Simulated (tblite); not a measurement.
C7H6N2O.
Atom-mapped SMILES: `[NH2:1][c:2]1[cH:3][cH:4][cH:5][c:6]2[cH:7][n:8][o:9][c:10]12` (hydrogens: H11, H12 on N1; H13 on C3; H14 on C4; H15 on C5; H16 on C7)

Computed with GFN2-xTB (tblite), gas phase: Langevin dynamics at 300 K from the optimised GFN2-xTB geometry, time step 0.5 fs, friction 0.01 fs⁻¹, 2000 steps. The instantaneous temperature is 2·E(kin)/(3Nk) with all 3N coordinates.

```tsv
t (fs)	T (K)	E(pot) above start (eV)	N1–C2 (Å)	C2–C3 (Å)	C3–C4 (Å)	C4–C5 (Å)	C5–C6 (Å)	N1–H11 (Å)
0	244	0.000	1.374	1.389	1.396	1.376	1.396	1.006
50	190	0.318	1.337	1.383	1.392	1.420	1.406	1.026
100	186	0.490	1.372	1.426	1.385	1.403	1.376	0.966
150	187	0.445	1.349	1.424	1.383	1.372	1.412	1.021
200	218	0.658	1.367	1.390	1.408	1.416	1.394	1.040
250	306	0.532	1.340	1.450	1.396	1.359	1.410	0.970
300	368	0.504	1.400	1.369	1.427	1.380	1.416	0.981
350	358	0.438	1.350	1.419	1.408	1.342	1.422	1.011
400	256	0.455	1.372	1.424	1.425	1.361	1.404	1.061
450	284	0.450	1.373	1.374	1.433	1.397	1.382	1.012
500	267	0.551	1.402	1.401	1.423	1.409	1.426	1.001
550	257	0.640	1.441	1.408	1.415	1.342	1.384	1.046
600	230	0.341	1.386	1.407	1.415	1.349	1.441	1.001
650	269	0.480	1.378	1.392	1.344	1.417	1.401	0.997
700	245	0.504	1.400	1.343	1.379	1.370	1.390	0.992
750	190	0.535	1.409	1.459	1.397	1.363	1.397	1.047
800	310	0.645	1.427	1.331	1.349	1.395	1.416	1.034
850	263	0.442	1.389	1.411	1.426	1.376	1.413	0.992
900	357	0.648	1.369	1.354	1.395	1.409	1.381	1.012
950	421	0.805	1.417	1.410	1.384	1.357	1.439	0.974
1000	315	0.670	1.418	1.391	1.387	1.354	1.436	0.962
```

Task: From 500 fs on, how do temperature and potential energy compare with equipartition?

Result: The mean temperature of these 11 frames is 284 K against the target 300 K, and the mean potential energy 0.57 eV against 42 × kT/2 = 0.54 eV for 42 classical harmonic modes. For 16 atoms in a canonical ensemble the temperature itself scatters by T·√(2/(3N)) = 61 K; here its standard deviation is 61 K. The whole run lasts only 10 friction times of 100 fs, so these averages carry a wide statistical error.

Task: What are the kinetic and total energies of the listed frame with the highest potential energy?

Result: The one at 950 fs, 0.805 eV above the start. Its kinetic energy is 3NkT/2 = 0.870 eV at 421 K, so the sum is 1.68 eV; over the listed frames the sum runs from 0.50 to 1.68 eV, since the thermostat adds and removes energy.

Task: How much do the listed bonds fluctuate from 500 fs on?

Result: 
| bond | at the start (Å) | mean (Å) | standard deviation (Å) |
| --- | --- | --- | --- |
| N1–C2 | 1.374 | 1.403 | 0.021 |
| C2–C3 | 1.389 | 1.392 | 0.035 |
| C3–C4 | 1.396 | 1.392 | 0.026 |
| C4–C5 | 1.376 | 1.376 | 0.026 |
| C5–C6 | 1.396 | 1.411 | 0.021 |
| N1–H11 | 1.006 | 1.005 | 0.026 |

The motion is classical and holds no zero-point motion.

The cost below is that of the whole dynamics run. Hardware: an Arm Neoverse V1 with one thread, shared host. Cost: 13 s wall, 0.19 GiB resident at most.
